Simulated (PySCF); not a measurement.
Potential energy of CsIn⁺ along the bond

Set-up: basis Cs def2-SVP with ECP46, In def2-SVP with ECP28; scalar-relativistic core potentials; PySCF 2.14. Energies in eV from Cs⁺ + In in their ground configurations at the same level. State: ²Σ⁺ (doublet), unpaired electrons σ ↑.

All columns are UHF. A positive dipole points towards In; it is taken about the centre of mass and depends on that origin.

```json
{"R (Å)": "3.804", "E (eV)": "-0.107", "μ (D)": "-6.09", "Mulliken charge on Cs (basis-dependent)": "0.90", "HOMO (eV)": "-9.31", "LUMO (eV)": "-3.18", "Mayer bond order": "0.16", "⟨S²⟩": "0.76"}
{"R (Å)": "3.981", "E (eV)": "-0.211", "μ (D)": "-6.35", "Mulliken charge on Cs (basis-dependent)": "0.90", "HOMO (eV)": "-9.23", "LUMO (eV)": "-3.09", "Mayer bond order": "0.16", "⟨S²⟩": "0.76"}
{"R (Å)": "4.158", "E (eV)": "-0.274", "μ (D)": "-6.65", "Mulliken charge on Cs (basis-dependent)": "0.90", "HOMO (eV)": "-9.13", "LUMO (eV)": "-3.09", "Mayer bond order": "0.17", "⟨S²⟩": "0.76"}
{"R (Å)": "4.290", "E (eV)": "-0.302", "μ (D)": "-6.89", "Mulliken charge on Cs (basis-dependent)": "0.90", "HOMO (eV)": "-9.05", "LUMO (eV)": "-3.10", "Mayer bond order": "0.17", "⟨S²⟩": "0.76"}
{"R (Å)": "4.423", "E (eV)": "-0.318", "μ (D)": "-7.15", "Mulliken charge on Cs (basis-dependent)": "0.90", "HOMO (eV)": "-8.96", "LUMO (eV)": "-3.10", "Mayer bond order": "0.18", "⟨S²⟩": "0.76"}
{"R (Å)": "4.556", "E (eV)": "-0.326", "μ (D)": "-7.42", "Mulliken charge on Cs (basis-dependent)": "0.90", "HOMO (eV)": "-8.88", "LUMO (eV)": "-3.11", "Mayer bond order": "0.18", "⟨S²⟩": "0.76"}
{"R (Å)": "4.733", "E (eV)": "-0.326", "μ (D)": "-7.79", "Mulliken charge on Cs (basis-dependent)": "0.89", "HOMO (eV)": "-8.76", "LUMO (eV)": "-3.12", "Mayer bond order": "0.19", "⟨S²⟩": "0.76"}
{"R (Å)": "4.954", "E (eV)": "-0.316", "μ (D)": "-8.28", "Mulliken charge on Cs (basis-dependent)": "0.89", "HOMO (eV)": "-8.61", "LUMO (eV)": "-3.13", "Mayer bond order": "0.20", "⟨S²⟩": "0.76"}
{"R (Å)": "5.219", "E (eV)": "-0.295", "μ (D)": "-8.90", "Mulliken charge on Cs (basis-dependent)": "0.88", "HOMO (eV)": "-8.45", "LUMO (eV)": "-3.14", "Mayer bond order": "0.20", "⟨S²⟩": "0.76"}
{"R (Å)": "5.573", "E (eV)": "-0.262", "μ (D)": "-9.79", "Mulliken charge on Cs (basis-dependent)": "0.89", "HOMO (eV)": "-8.24", "LUMO (eV)": "-3.17", "Mayer bond order": "0.20", "⟨S²⟩": "0.76"}
```

A fit through these points gives, at Re = 4.641 Å, μ = -7.59 D and dμ/dR = -2.11 D/Å; the reduced mass is 61.63 u.

Q: How strong is the fundamental in the double-harmonic approximation, I = 42.26·(dμ/dR)²/μred km/mol?

A: I = 42.26·(-2.11)²/61.63 = 3.05 km/mol at UHF.

Spin–orbit coupling is left out, which matters for elements this heavy, above all for dissociation energies. For an ion De counts to the pair picked by the measured ionisation energies or electron affinities, which need not be the lowest pair at this level. Hartree–Fock leaves out correlation, which carries a large part of most bond energies and some tenths to 1 eV of ionisation energies. The state was picked by a PBE0 search and need not be the measured ground state.
